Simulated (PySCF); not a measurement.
Gas-phase reaction: InF3 + H ⇌ InH + 3 F

Computed with PySCF and rigid-rotor harmonic-oscillator thermochemistry at 1 bar. † marks an energy on the PBE0/def2-TZVP geometry and frequencies. MP2 and CCSD(T) freeze the core. Open shells (unrestricted): H (multiplicity 2), F (multiplicity 2); the rest are closed-shell singlets. Spin-orbit splitting is ignored; it lowers the true energy and changes the entropy of F. In: scalar-relativistic def2 core potential, no spin-orbit coupling. InH: computed as isolated molecules; such fragments, hydroxides, amides, oligomers or adducts are transient or little studied in the gas. MP2 isn't extrapolated to the basis-set limit. CCSD(T) isn't extrapolated to the basis-set limit.

```
level                ΔH°(298 K), kJ
-------------------  --------------
BLYP/def2-TZVP†          (withheld)
CCSD(T)/def2-TZVPP†             917
MP2/def2-SVP†            (withheld)
PBE/def2-TZVP†                 1000
r2SCAN/def2-TZVP†        (withheld)
ωB97M-V/def2-TZVP†              948
```

Some entries are withheld; supply them.


- BLYP/def2-TZVP†, ΔH°(298 K), kJ: 947
- MP2/def2-SVP†, ΔH°(298 K), kJ: 988
- r2SCAN/def2-TZVP†, ΔH°(298 K), kJ: 964
